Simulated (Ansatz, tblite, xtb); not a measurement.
**BBrClF (bromochlorofluoroborane): the HOMO–LUMO gap, rung by rung**

BBrClF: 4 atoms, total charge 0, spin state singlet. SMILES: `FB(Cl)Br`. Geometry: relaxed at PBE0-D4/def2-TZVP.

Quantity: the HOMO–LUMO gap, in eV. The values are calculated.

| level | kind | program | value (eV) |
| --- | --- | --- | --- |
| GFN1-xTB | semi-empirical | tblite | 5.18 |
| GFN2-xTB | semi-empirical | tblite | 4.44 |
| GFN0-xTB | semi-empirical | xtb | 5.23 |
| IPEA1-xTB | semi-empirical | tblite | 5.78 |
| HF/aug-cc-pVDZ | Hartree–Fock | Ansatz | 13.19 |
| SVWN5/aug-cc-pVDZ | LDA | Ansatz | 5.20 |
| BLYP/aug-cc-pVDZ | GGA | Ansatz | 5.30 |
| PBE/aug-cc-pVDZ | GGA | Ansatz | 5.31 |
| revPBE/aug-cc-pVDZ | GGA | Ansatz | 5.37 |
| r2SCAN/aug-cc-pVDZ | meta-GGA | Ansatz | 6.00 |

All-electron rows without a relativistic Hamiltonian named are non-relativistic. The values span 4.44 to 13.19 eV. Orbital gaps aren't excitation energies; they tend to grow with the share of exact exchange.
